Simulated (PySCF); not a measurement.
**Orbital picture of HgB**

B97-3 at R = 2.417 Å; PySCF, scalar-relativistic core potentials, basis sets Hg def2-SVP with ECP60, B def2-SVP. State: ²Π (doublet), unpaired electrons π ↑. Only the outer orbitals are listed, counted within each symmetry, core potentials removing the inner ones.

```
spin  orbital  occ.  ε (eV)  on Hg (%)           main shells (%)
   α       4σ     1  -13.56         78           74 Hg d, 19 B s
   α       2π     1  -12.83         99                  100 Hg d
   α       2π     1  -12.82         99                   99 Hg d
   α       1δ     1  -12.65        100                  100 Hg d
   α       1δ     1  -12.65        100                  100 Hg d
   α       5σ     1  -11.03         44  55 B s, 24 Hg d, 18 Hg s
   α       6σ     1   -7.49         67   66 Hg s, 21 B s, 11 B p
   α       3π     1   -5.07          8                    92 B p
   α       3π     0   -2.37         19           81 B p, 18 Hg p
   α       7σ     0   -2.24         40  59 B p, 28 Hg p, 10 Hg s
   α       4π     0    0.19         95                   94 Hg p
   β       4σ     1  -13.37         88           86 Hg d, 10 B s
   β       2π     1  -12.83        100                  100 Hg d
   β       2π     1  -12.75        100                  100 Hg d
   β       1δ     1  -12.65        100                  100 Hg d
   β       1δ     1  -12.65        100                  100 Hg d
   β       5σ     1  -10.29         49  50 B s, 33 Hg s, 13 Hg d
   β       6σ     1   -7.10         58    55 Hg s, 33 B s, 8 B p
   β       3π     0   -2.11         24           76 B p, 24 Hg p
   β       7σ     0   -1.94         39   59 B p, 31 Hg p, 8 Hg s
   β       3π     0   -1.59         39           61 B p, 38 Hg p
```

Problem. Which are the highest filled and the lowest empty level, where do they sit, and how wide is the gap?

Solution. Highest filled α 3π at -5.07 eV (in %: 92 B p); lowest empty α 3π at -2.37 eV (in %: 81 B p, 18 Hg p); the gap at B97-3 is 2.70 eV. Both belong to one degenerate shell, split only by its one-sided filling, so this is no excitation gap.

| Item | Value |
| --- | --- |
| bond order (Mayer) | 0.76 |
| ⟨S²⟩ | 0.755 |
| charge on Hg (Mulliken, basis-dependent) | 0.10 |
| charge on Hg (Löwdin, basis-dependent) | 0.09 |
| dipole moment (positive dipole means Hg(−)B(+)) | -1.62 D |

Spin–orbit coupling is left out. The state is the lowest determinant that a PBE0 search found; another state may lie lower at other levels.
